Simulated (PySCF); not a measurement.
**Working out the ionisation energy of Bi²⁺**

Bi²⁺ [Xe] 4f14 5d10 6s2 6p1 (2P) → Bi³⁺ [Xe] 4f14 5d10 6s2 (1S). Calculation: PySCF 2.14, in def2-TZVPPD with the def2 core potential (60 electrons); a scalar-relativistic core potential. Frozen: 5s2 5p6 5d10. Energies in hartree (1 hartree = 27.21139 eV):

| part | Bi²⁺ (lower) | Bi³⁺ (upper) |
| --- | --- | --- |
| UHF | -212.729422 | -211.882692 |
| CCSD correlation | -0.037114 | -0.028053 |
| (T) | -0.000366 | 0.000000 |

What does Hartree-Fock give?

(-211.882692) − (-212.729422) = 0.846730 hartree = 23.041 eV.

What do CCSD and CCSD(T) give?

The CCSD correlation energies differ by 0.009061 hartree = 0.247 eV and the triples by 0.000366 hartree = 0.010 eV, so CCSD gives 23.288 eV and CCSD(T) 23.298 eV.

Reference: 25.571 eV (measured; NIST Atomic Spectra Database, ionization energies), between the lowest levels; spin-orbit coupling is absent from the calculation.

What remains against the reference includes basis incompleteness, the frozen core and higher excitations.
